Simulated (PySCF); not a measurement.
H₅MgNSi. Atoms are numbered in the order given.

```xyz
8

Mg    -0.0721     0.5693    -0.4106
N     -0.2686     2.0902    -1.5180
H     -0.5251     3.0212    -1.2220
H     -0.1368     2.1266    -2.5188
Si     0.1900    -1.4823     1.0752
H      0.3067    -2.7501     0.2965
H     -0.9621    -1.6820     2.0023
H      1.4033    -1.4265     1.9420
```

The structure is a stationary point at ωB97X-D3(BJ)/def2-TZVP. One conformer was computed; it need not be the lowest.

Method: ωB97X-D3(BJ)/def2-TZVP run with PySCF.

Frequencies are harmonic and unscaled.

```tsv
mode	ν (cm⁻¹)	IR (km/mol)	moving atoms (share of kinetic energy)
1	4	0.0	H 100 %
2	101	21.8	Mg 54 %, H 23 %, N 19 %
3	110	26.4	Mg 56 %, N 23 %, H 16 %
4	319	1.0	Si 50 %, N 23 %, Mg 18 %, H 9 %
5	352	152.6	H 80 %, N 19 %
6	387	0.4	H 88 %, Si 9 %
7	398	1.0	H 86 %, Si 10 %
8	517	62.3	H 80 %, N 15 %
9	719	146.9	Mg 47 %, N 44 %, H 8 %
10	882	232.4	H 90 %, Si 9 %
11	963	47.2	H 98 %
12	963	49.8	H 98 %
13	1572	23.2	H 91 %, N 9 %
14	2197	100.1	H 98 %
15	2199	125.3	H 96 %
16	2201	125.5	H 96 %
17	3585	0.8	H 96 %
18	3659	5.7	H 92 %, N 8 %
```
